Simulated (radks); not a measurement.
Values are calculated unless marked as measured or tabulated.
Problem. These are the eigenvalues of the occupied orbitals of an atom or ion with whole-number occupations (hartree). Level of theory: Dirac Kohn-Sham, PBE, spin-unpolarised, spherical densities, finite nucleus; Fermi nuclear charge, rms radius of each element as measured or else 0.836 A^(1/3) + 0.57 fm (a radial shooting solver on a logarithmic mesh with Libxc functionals).

orbital  eigenvalue
1s1/2     -3158.053
2s1/2     -645.6255
2p1/2     -624.4768
2p3/2     -552.4860
3s1/2     -227.8919
3p1/2     -218.5939
3p3/2     -201.8539
3d3/2     -186.8872
3d5/2     -183.2304

Which element is it, and in what charge state? The configuration may be excited. Open shells, if any, fill j = l - 1/2 first.

Solution. Z = 80, mercury, charge +52: Hg52+ in [Ar] 3d10. The list shows which subshells hold electrons but not how many an open one holds; the 1s level, -3158.1 hartree, gives Z - s = 79.5 by -(Z - s)^2/2, which with screening and relativity narrows Z to a few neighbours, and the depths of the outer levels then fix element, charge and occupations together.
